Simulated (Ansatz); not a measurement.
Which method gave which barrier?

Saddle point of AlNH$_{4}$Cl$_{2}$, singlet (AlNH₂Cl₂ ([NH2][Al]([Cl])[Cl]) + H₂ → AlHCl₂ ([Cl][AlH][Cl]) + NH₃ (still joined by a long Al–N bond); bonds formed: Al1–H6, N2–H5; bonds broken: H5–H6; bonds weakened to dative contacts: Al1–N2), PBE0-D4/def2-TZVP structure:

| atom | x (Å) | y (Å) | z (Å) |
| --- | --- | --- | --- |
| Al1 | -0.6230 | -0.3391 | -0.4307 |
| N2 | 0.5804 | 0.2149 | 0.8791 |
| Cl3 | -0.4317 | -2.3318 | -1.0362 |
| Cl4 | -2.4760 | 0.6306 | -0.4110 |
| H5 | 0.8362 | 0.6696 | -0.4387 |
| H6 | 0.5112 | 0.6459 | -1.3891 |
| H7 | 0.3376 | 0.9271 | 1.5551 |
| H8 | 1.2654 | -0.4174 | 1.2714 |

Computed with Ansatz 0.2.0 (basis: def2-TZVPP, with def2-QZVPP for the basis limit); correlated methods freeze the cores. Extrapolation: Hartree–Fock as exp(−7.88 √X), correlation as X^−2.97. Four methods, as single points on the PBE0-D4 structures, gave these electronic barriers from the start structure: 14.67, 16.57, 21.79, 28.55 kcal/mol.

Question: The methods were, in alphabetical order, BHLYP-D4, HF, PBE-D4, PBE0-D4. Which gave which? (A judgement: the text doesn't fix the answer.)

Answer: Computed: PBE-D4 14.67; PBE0-D4 16.57; BHLYP-D4 21.79; HF 28.55 kcal/mol. For comparison, CCSD(T) at an estimated basis limit (MP2 extrapolated from triple and quadruple zeta, plus CCSD(T) − MP2 in triple zeta) gives 20.90 kcal/mol.

No T1 diagnostic of these runs exceeds 0.010. The end structure is not quite a true minimum (one mode of 75i cm⁻¹).

Labels in which every atom is bracketed show which atoms are joined, not bond orders.

For scale, one of the runs: CCSD(T)/def2-TZVPP, 213 basis functions, launched by `ansatz run in.yaml --threads 4 --pin off --events-out ev --progress --plain --max-ram 9574MiB`. The run took 45 s on 4 CPU threads of an Arm Neoverse V2 (shared host), with 2.8 GiB of host memory at its peak.
